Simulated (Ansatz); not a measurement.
KBr2⁻, relaxed as a quintet with UKS PBE0-D4/def2-TZVPD in Ansatz, starting from the PBE0-D4/def2-TZVPD geometry of the charge -1 singlet. Force threshold 0.02 eV/Å.

The highest occupied level of the charge -1 quintet lies above zero (up to 0.88 eV). The electron is either unbound and held by the finite basis, or the level is raised by self-interaction error. At PBE0-D4/def2-TZVPD a singlet of charge -1 lies 9.16 eV below the quintet, each at its own geometry. The structure comes from a short search, and lower isomers may exist.

Start:

Cartesian coordinates in Å:
```
K 0.004 0.002 -0.002
Br -1.053 -0.985 -2.655
Br 1.049 0.983 2.657
```

Task: Estimate the energy that the relaxation releases and the steps that it takes.

Result: 43.1 kJ/mol, in 8 steps; 1.9 min on 4 threads of Intel Xeon on a shared host. No frequencies were taken in this run, so the end may be a saddle point.

Task: Does the start keep its bonding and symmetry?

Result: Bonds lost: K1–Br2, K1–Br3 (atoms count from 1). Point group D∞h at the start, D∞h at the end, both within 0.05 Å; within 0.015 Å the end is C∞v.

Task: Predict the relaxed structure.

Result: 
```tsv
atom	x (Å)	y (Å)	z (Å)
K1	0.005	0.003	-0.003
Br2	-1.495	-1.399	-3.772
Br3	1.490	1.396	3.776
```
Bond lengths: .
